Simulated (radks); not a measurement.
Spherical quantum dot in the effective-mass picture: electrons in a hard-walled sphere of radius 5.66, with a point charge +1 (a donor) at the centre, all in effective atomic units (hartree* = m*/eps^2 hartree, bohr* = eps/m* bohr), one dielectric constant everywhere. Calculated with a radial shooting solver with Libxc functionals: non-relativistic Kohn-Sham, PBE, spin-polarised, spherical densities. Levels are named by radial order and angular momentum (1s, 1p, 1d, 2s, ...), and open shells are averaged over m. Results are scaled to m* = 0.13 and eps = 4.6, for which hartree* = 167.2 meV and bohr* = 1.872 nm.

N = 2, configuration 1s2. This is the lowest configuration that the search found. Occupied and some empty levels:

level,occupation,eigenvalue (meV),<r> (nm)
1s,2,26.608,3.678
1p,0,73.010,6.124
2s,0,90.662,5.561
1d,0,108.62,6.831

Energy (meV): total -80.4894, kinetic 104.33, external -258.56, Hartree 157.76, exchange-correlation -84.027.

Electron density:

r (nm),n(r) (e/nm^3)
0.167,0.04811
0.701,0.02734
1.24,0.01599
1.77,0.009673
2.31,0.006048
2.84,0.003900
3.37,0.002575
3.91,0.001736
4.44,0.001186
4.98,0.0008139
5.51,0.0005590
6.05,0.0003805
6.58,0.0002552
7.11,0.0001670
7.65,0.0001052
8.18,0.00006260
8.72,0.00003396
9.25,0.00001559
9.79,5.106e-06
10.3,5.409e-07
